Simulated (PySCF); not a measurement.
Breaking a bond: SMILES [CH3][GeH3]. The Ge2–H8 bond (Ge2 also carries C, H, H; H8 carries nothing else) is varied alone, starting from the PBE0/def2-TZVP optimised geometry.

Computed with unrestricted PBE0/def2-TZVP (PySCF).

### Question
Relative to R = 1.54 Å, what are the energies at R = 1.32, 1.44, 3.04, 4.12 Å?

### Answer
20.9 mEh at 1.32 Å, 3.6 mEh at 1.44 Å, 126.2 mEh at 3.04 Å, 137.2 mEh at 4.12 Å.

The unrestricted determinant behind UKS-PBE0 is spin-contaminated at 2.78 to 4.59 Å (<S²> up to 1.0, against 0.00 for a pure singlet).
